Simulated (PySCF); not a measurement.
B3LYP has the VWN-RPA correlation part, as in Gaussian. Delta-SCF ions had no search for a lower state. Excitations are Tamm–Dancoff values on a coarser integration grid. The basis has no diffuse functions, so Rydberg states are missing or too high.

Cartesian coordinates (Å):
```xyz
11

B     -1.2211    -0.6524     0.1187
C     -0.0772     0.1209    -0.5860
B      0.0996     1.3397     0.3554
B      1.1558    -0.7413    -0.2129
H     -1.1724    -0.9424     1.2696
H     -2.1742    -0.9597    -0.5267
H     -0.2159     0.3383    -1.6396
H      0.2581     1.2165     1.5262
H      0.0737     2.4301    -0.1240
H      1.4024    -1.0389     0.9103
H      1.8711    -1.1109    -1.0911
```
Charge 0, spin multiplicity 1.

Q: What total energy, HOMO, HOMO–LUMO gap, dipole moment, S1 excitation (TDA), LUMO and vertical ionisation energy (Delta-SCF) does B3LYP-D3(BJ)/def2-TZVP in PySCF give?

A: 
```json
{
  "total_energy": "-116.8843 Ha",
  "HOMO": "-9.05 eV",
  "HOMO–LUMO gap": "7.00 eV",
  "dipole_moment": "0.54 D",
  "S1 excitation (TDA)": "5.54 eV",
  "LUMO": "-2.04 eV",
  "vertical ionisation energy (Delta-SCF)": "11.32 eV"
}
```
